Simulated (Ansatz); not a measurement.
Mg2Se2⁺, that is (MgSe)2 ring with one electron fewer, relaxed as a doublet with UKS PBE0-D4/def2-SVP in Ansatz, starting from the PBE0-D4/def2-SVP geometry of the neutral singlet. Force threshold 0.02 eV/Å.

Start:

Cartesian coordinates in Å:
```
Mg 1.1255 0.4409 0.6189
Se 0.5544 0.9851 -1.7100
Mg -1.1246 -0.4424 -0.6195
Se -0.5553 -0.9836 1.7106
```

(1) Estimate the energy that the relaxation releases and the steps that it takes.

(2) Does the start keep its bonding and symmetry?

(3) Predict the relaxed structure.

Results:

(1) 0.09 eV, in 4 steps; 12 s on 4 threads of Arm Neoverse V2 on a shared host. No frequencies were taken in this run, so the end may be a saddle point.

(2) By distances, no bond broke or formed. The bond that changes most is Mg3–Se4, from 2.46 to 2.49 Å (atoms count from 1). Point group D2h at the start, D2h at the end, both within 0.05 Å.

(3) 
Cartesian coordinates in Å:
```
Mg 1.214 0.476 0.668
Se 0.545 0.967 -1.679
Mg -1.213 -0.477 -0.668
Se -0.545 -0.966 1.680
```
Bond lengths (bridged metal pairs left out): 4 × Mg–Se 2.49 Å.
